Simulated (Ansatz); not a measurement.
Program: Ansatz. Geometries: PBE0-D4/def2-TZVP. ΔE: electronic, gas phase. CCSD(T)/CBS adds triple-zeta CCSD(T) − MP2 to the extrapolated MP2 energy (def2 sets, frozen cores). This one scheme is used for every species. DFT in def2-TZVPP. Elements past krypton have def2 core potentials. For I outer-core shells are correlated without core-valence functions, which leaves a few kJ/mol of doubt a bond. One conformer a species, not always the lowest.

`C=CBI` + `CF` → `FCBI` + `C=C`  (formal exchange of groups at a B–C bond)

```tsv
level	ΔE (kcal/mol)
PBE-D4	7.0
revPBE	7.1
BLYP	7.1
r2SCAN	7.1
r2SCAN0	7.2
RPA@PBE/def2-TZVPP	8.0
SCS-MP2/def2-QZVPP	8.6
HF/CBS(def2)	8.4
```

What does CCSD(T)/CBS give? (Best estimate.)

Ansatz gave: +7.4 kcal/mol. The listed levels differ from it by -0.4, -0.3, -0.3, -0.3, -0.2, 0.6, 1.2, 1.0 kcal/mol.

What do rigid-rotor, harmonic-oscillator terms from PBE0-D4/def2-TZVP frequencies (298.15 K, 1 bar) make of the CCSD(T)/CBS value? (Estimate.)

The calculation gave: ΔZPE = -0.9 kcal/mol, ΔH = +6.5 kcal/mol, ΔS = -5 J/(mol·K), ΔG = +6.8 kcal/mol.

Largest T1 diagnostic among the species: 0.012.

Leaving LDA and LC-ωPBE aside and taking each functional with its dispersion term where it has one, the values, not all of them listed here, spread over 1.6 kcal/mol, from ωB97M-V to PBE-QIDH. LDA lies −1.0 kcal/mol from PBE without D4.
